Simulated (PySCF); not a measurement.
B(H)(F)(Me) (CH4BF), SMILES B(F)C. Atoms are numbered in the order given.

```xyz
7

B     -0.2274    -0.4444     0.1408
H     -0.8995    -1.4168     0.3565
F      0.9482    -0.4030     0.7538
C     -0.6732     0.7152    -0.7910
H     -1.6183     1.1354    -0.4280
H     -0.8996     0.3217    -1.7885
H      0.0602     1.5177    -0.8825
```

Geometry: PBE0-D3(BJ)/def2-TZVP.

Method: PBE0-D3(BJ)/def2-TZVP run with PySCF.

Harmonic, unscaled wavenumbers; measured fundamentals usually lie a few per cent lower.

Computed normal modes with their intensities:
```csv
mode,ν (cm⁻¹),IR (km/mol),moving atoms (share of kinetic energy)
1,69,0.1,"H 83 %, B 10 %"
2,396,5.3,"H 34 %, F 30 %, B 21 %, C 15 %"
3,624,1.0,H 91 %
4,785,0.6,"H 55 %, C 30 %, F 12 %"
5,996,58.7,"H 51 %, B 36 %, C 11 %"
6,1028,28.8,"H 44 %, B 34 %, C 22 %"
7,1118,28.9,"H 69 %, F 18 %, B 13 %"
8,1300,29.1,"H 61 %, B 17 %, C 15 %"
9,1367,296.9,"H 40 %, B 39 %, C 12 %, F 9 %"
10,1447,5.4,H 96 %
11,1459,39.0,"H 79 %, B 14 %"
12,2595,156.5,"H 91 %, B 9 %"
13,3037,0.2,H 97 %
14,3096,3.7,"H 91 %, C 9 %"
15,3144,12.2,"H 91 %, C 9 %"
```
